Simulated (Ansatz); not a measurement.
Start from `C[Te]CO` and change one atom or group to get `OC[TeH]`.

Ansatz, PBE0-D4/def2-TZVP geometries, multiplicity 1. Each molecule was computed in one conformer, which needn't be the lowest.

Elements past krypton have def2 core potentials.  Spin–orbit coupling is left out; it splits and shifts lone-pair levels of the heavy atoms by tenths of an eV.

| property | `C[Te]CO` |
| --- | --- |
| HOMO–LUMO gap (PBE/def2-TZVPP) / eV | 3.54 |
| LUMO energy (PBE/def2-TZVPP) / eV | -1.34 |
| ideal-gas entropy at 298 K and 1 bar (rigid rotor, harmonic PBE0-D4/def2-TZVP) / J/(mol·K) | 344 |
| LUMO energy (ωB97M-V/def2-TZVPP) / eV | 1.19 |
| HOMO–LUMO gap (ωB97M-V/def2-TZVPP) / eV | 9.23 |
| LUMO energy (PBE0/def2-TZVPP) / eV | -0.54 |

Q: What does the change do to each property? (Estimate.)

A: Computed: 
| property | `OC[TeH]` | shift |
| --- | --- | --- |
| HOMO–LUMO gap (PBE/def2-TZVPP) / eV | 3.74 | 0.20 |
| LUMO energy (PBE/def2-TZVPP) / eV | -1.56 | -0.22 |
| ideal-gas entropy at 298 K and 1 bar (rigid rotor, harmonic PBE0-D4/def2-TZVP) / J/(mol·K) | 306 | -38 |
| LUMO energy (ωB97M-V/def2-TZVPP) / eV | 1.03 | -0.16 |
| HOMO–LUMO gap (ωB97M-V/def2-TZVPP) / eV | 9.51 | 0.28 |
| LUMO energy (PBE0/def2-TZVPP) / eV | -0.75 | -0.21 |

With PBE0 the HOMO falls by 0.44 eV and the LUMO falls by 0.21 eV, so the gap widens by about 0.23 eV. PBE moves the HOMO by -0.42 eV and ωB97M-V by -0.44 eV. The zero-point energy changes by -79.4 kJ/mol with -9 modes.

Positive LUMOs are unbound, so they and the gaps depend on the basis.
